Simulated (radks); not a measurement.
Fractional charge and spin in the 2p shell of aluminium: the spin-up occupation runs from 2 to 3 and the spin-down occupation from 2 to 3; the fullest corner is Al+, [He] 2s2 3s2 2p(up 3, down 3). All-electron calculation, non-relativistic Kohn-Sham, LDA (Slater exchange, Perdew-Wang correlation), spin-polarised, spherical densities, point nucleus. Program: a radial shooting solver on a logarithmic mesh with Libxc functionals. Energy (eV) minus the two flat planes that join the four corners (they meet along the diagonal where the two added fractions sum to one electron); zero is where a piecewise linear energy would lie.

| down \ up | 2 | 2.25 | 2.5 | 2.75 | 3 |
|---|---|---|---|---|---|
| 2 | 0.000 | -3.050 | -4.039 | -3.008 | 0.000 |
| 2.25 | -3.050 | -3.836 | -2.616 | 0.569 | -2.711 |
| 2.5 | -4.039 | -2.616 | 0.759 | -2.343 | -3.583 |
| 2.75 | -3.008 | 0.569 | -2.343 | -3.405 | -2.663 |
| 3 | 0.000 | -2.711 | -3.583 | -2.663 | 0.000 |

Corners above the fullest one (they belong to Al2+ and the next ion): (up 3, down 2) 92.208 eV, (up 2, down 3) 92.208 eV, (up 2, down 2) 217.96 eV. With half an added electron in each spin the energy lies 0.759 eV from the planes, and with half an added electron in spin up alone -4.039 eV. The planes are only a guide here: the flat-plane condition holds for ground states with one frontier orbital, while this shell lies below other occupied shells, so the corners above the fullest one are inner-hole states and not the ground states of those ions.
